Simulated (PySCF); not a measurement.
Species: C6H11BS.
Z-matrix (Å and degrees, PBE0-D3(BJ)/def2-SVP geometry), rows numbered from 1:
```
C 
S   1  1.7995
C   2  1.7613  1  100.86
C   3  1.3101  2  126.90  1     3.80
C   4  1.3196  3  176.66  2   -82.06
B   5  1.5660  4  121.87  2   -83.18
C   6  1.5725  5  118.80  4  -174.16
C   6  1.5708  5  120.73  4     5.73
H   1  1.0999  2  110.88  3    60.18
H   1  1.0998  2  111.17  3   -61.86
H   1  1.0984  2  106.47  3   179.14
H   3  1.0964  2  113.06  1  -176.06
H   5  1.1007  4  117.67  6  -179.93
H   7  1.1007  6  114.47  5   -26.31
H   7  1.1008  6  113.99  5  -153.64
H   7  1.1085  6  105.84  5    90.29
H   8  1.1075  6  106.84  5   102.70
H   8  1.0999  6  114.87  5   -16.12
H   8  1.1021  6  112.32  5  -142.36
```

Method: PBE0-D3(BJ)/def2-SVP geometry optimisation, gas phase (PySCF).

Take the most abundant isotopes and a rigid rotor. The values belong to one conformer with, in the numbering `[CH3:1][S:2][CH:3]=[C:4]=[CH:5][B:6]([CH3:7])[CH3:8]`, C1–S2–C3–C4 4°.

Give the principal moments of inertia and the rotational constants in MHz.

Ia = 144.31, Ib = 697.89, Ic = 716.98 u·Å²; 505379 MHz·u·Å²/I gives A = 3502, B = 724.2, C = 704.9 MHz.

What kind of rotor is it?

A near-prolate asymmetric top. Ray's parameter κ = (2B − A − C)/(A − C) = -0.986; −1 is the prolate and +1 the oblate limit.

What does the inertial defect say?

Not planar: Δ = Ic − Ia − Ib = -125.22 u·Å². For a rigid frame Δ = −2 Σ m c², so Σ m c² = 62.61 u·Å² lies off the ab plane: 19.93 from hydrogen and 42.68 from heavier atoms. The atom farthest from that plane is 1.97 Å away.

Give the other two planar moments, Paa and Pbb, and the rms extents of the mass along the axes.

Paa = Σ m a² = (Ib + Ic − Ia)/2 = 635.28 and Pbb = Σ m b² = (Ia + Ic − Ib)/2 = 81.70 u·Å². With the mass M = 126.07 u, the rms extents √(P/M) along a, b and c are 2.24, 0.81, 0.70 Å.

Give the coordinates in the principal-axis frame, origin at the centre of mass.

The sense of each axis is arbitrary; atoms in the order of the calculation.
```csv
atom,mass (u),a (Å),b (Å),c (Å)
C1,12.000,1.863,-1.075,1.117
S2,31.972,2.584,-0.061,-0.183
C3,12.000,1.208,0.949,-0.619
C4,12.000,0.030,0.962,-0.046
C5,12.000,-1.176,0.914,0.487
B6,11.009,-2.273,-0.074,-0.035
C7,12.000,-3.726,0.024,0.558
C8,12.000,-1.932,-1.144,-1.134
H9,1.008,1.010,-1.655,0.734
H10,1.008,1.535,-0.458,1.966
H11,1.008,2.652,-1.762,1.450
H12,1.008,1.415,1.615,-1.464
H13,1.008,-1.394,1.599,1.321
H14,1.008,-3.775,0.440,1.576
H15,1.008,-4.291,-0.920,0.517
H16,1.008,-4.271,0.735,-0.094
H17,1.008,-1.824,-2.115,-0.613
H18,1.008,-0.996,-0.962,-1.682
H19,1.008,-2.758,-1.288,-1.849
```

Which lines would a microwave search look for?

The dipole components are |μa| = 0.59 D, |μb| = 0.46 D, |μc| = 0.67 D. The squared components, which scale the intensities, stand as 0.76 : 0.48 : 1.00 (a : b : c). Some lines, for components of 0.1 D or more:

| type | branch | J(Ka,Kc) | MHz | lower level (cm⁻¹) |
| --- | --- | --- | --- | --- |
| c | Q | 1(1,1) ← 1(0,1) | 2778 | 0.048 |
| b | Q | 4(1,3) ← 4(0,4) | 2885 | 0.477 |
| a | R | 4(2,3) ← 3(2,2) | 5716 | 0.658 |
| a | R | 5(1,5) ← 4(1,4) | 7096 | 0.566 |
| b | Q | 3(2,2) ← 3(1,3) | 8420 | 0.377 |
| b | R | 3(2,1) ← 2(1,2) | 12679 | 0.235 |
| b | Q | 4(3,1) ← 4(2,2) | 13936 | 0.849 |
| c | Q | 3(3,1) ← 3(2,1) | 13937 | 0.658 |
| c | R | 4(2,3) ← 3(1,3) | 14136 | 0.377 |
| b | R | 4(2,2) ← 3(1,3) | 14138 | 0.377 |
| b | Q | 5(5,0) ← 5(4,1) | 25087 | 2.203 |

Estimate the classical rotational partition function at 10 K, 100 K and 200 K.

Point group C1, symmetry number σ = 1; q = (√π/σ)·√((kT/h)³/(ABC)), k/h = 20836.6 MHz/K: 3990 at 10 K, 126000 at 100 K, 357000 at 200 K.

No frequency check. These are rigid-rotor constants of the computed structure; measured ground-state constants (B0) also hold zero-point vibration. A rigid rotor knows nothing of internal rotation, which can split or shift real lines. Quadrupole hyperfine structure (11B) is left out.
